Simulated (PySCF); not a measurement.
Job for PySCF: R-M06-2X/6-31G* on CH4F2O (a complex), monomers drawn apart or pushed together.

```python
from pyscf import gto, scf, dft, mp
from pyscf.data.elements import chemcore

mol = gto.M(
    atom='''
    O     0.24599637    0.28892396   -0.05210332
    H     0.38210262   -0.47114322   -0.62652152
    H    -0.54111725    0.08411645    0.46665587
    F     0.56991846   -0.85170084    5.48088180
    C     0.17347394    0.29312272    4.86192057
    F    -1.07881581    0.07953946    4.33707023
    H     0.85124677    0.51018541    4.03782498
    H     0.09578311    1.08730770    5.60489816
    ''',
    basis='6-31g*',
    cart=True,
    charge=0, spin=0, verbose=3, max_memory=1800)
mf = dft.RKS(mol, xc='m062x')
mf.conv_tol = 1e-8
mf.max_cycle = 100
mf.kernel()
if not mf.converged:
    mf = mf.newton().run(mf.mo_coeff, mf.mo_occ)
```

### Question
Give the final energy of this run.

### Answer
-315.2585 hartree.
